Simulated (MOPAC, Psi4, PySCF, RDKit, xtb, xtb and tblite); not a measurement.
Two geometries of SMILES BCC(C)C (C₄H₁₁B), relaxed at GFN2-xTB with one dihedral held; other torsions can differ between them too.

Structure A

```
16

B      2.1669    -0.5654     0.3748
C      0.9376     0.4027     0.4589
C     -0.2964     0.0464    -0.3800
C     -0.9425    -1.2285     0.1564
C     -1.3080     1.1913    -0.3770
H      2.2946    -1.3021    -0.5247
H      3.0006    -0.5096     1.1939
H      0.6201     0.5775     1.4909
H      1.3187     1.3742     0.1173
H      0.0216    -0.1333    -1.4127
H     -0.2266    -2.0471     0.1507
H     -1.2822    -1.0788     1.1798
H     -1.8001    -1.5121    -0.4504
H     -1.6367     1.4049     0.6387
H     -0.8695     2.0965    -0.7926
H     -2.1825     0.9330    -0.9708
```

Structure B

```
16

B     -2.1540    -0.5075     0.2913
C     -0.9040     0.4260     0.5069
C     -1.2172     1.8849     0.1048
C     -1.5906     1.9687    -1.3730
C     -0.0207     2.7871     0.3990
H     -2.2456    -1.1924    -0.6525
H     -3.0356    -0.4761     1.0607
H     -0.0319     0.1085    -0.0689
H     -0.6075     0.4411     1.5587
H     -2.0695     2.2327     0.6991
H     -2.4865     1.3858    -1.5738
H     -0.7832     1.5805    -1.9904
H     -1.7760     3.0018    -1.6621
H      0.8463     2.4674    -0.1759
H      0.2376     2.7565     1.4552
H     -0.2469     3.8179     0.1324
```

Question: Which is lower in energy at the level Psi4 1.11 with PBE0-D3(BJ)/def2-TZVP // GFN2-xTB, and by how much?

Answer: A is lower, by 1.88 kcal/mol (dihedral H6–B1–C2–C3: 20° in A, 100° in B).

E(B) − E(A) in kcal/mol at the other levels, on the same two geometries: GFN2-xTB (xtb and tblite) 1.48; PBE0/def2-TZVP // GFN2-xTB (Psi4) 1.94; PBE/def2-TZVP // GFN2-xTB (Psi4) 1.95; PBE-D3(BJ)/def2-TZVP // GFN2-xTB (Psi4) 1.87; UFF // GFN2-xTB (RDKit) 0.14; AM1, restricted, heats of formation // GFN2-xTB (MOPAC) 1.73; PM6, restricted, heats of formation // GFN2-xTB (MOPAC) 1.44; GFN1-xTB // GFN2-xTB (xtb) 0.70; restricted B3LYP/6-31G*, spherical d, density fitting // GFN2-xTB (PySCF) 1.64; restricted BP86/6-31G*, spherical d, density fitting // GFN2-xTB (PySCF) 1.67; restricted MP2 (frozen core)/3-21G // GFN2-xTB (PySCF) 0.93; restricted Hartree-Fock/LANL2DZ // GFN2-xTB (PySCF) 1.48.
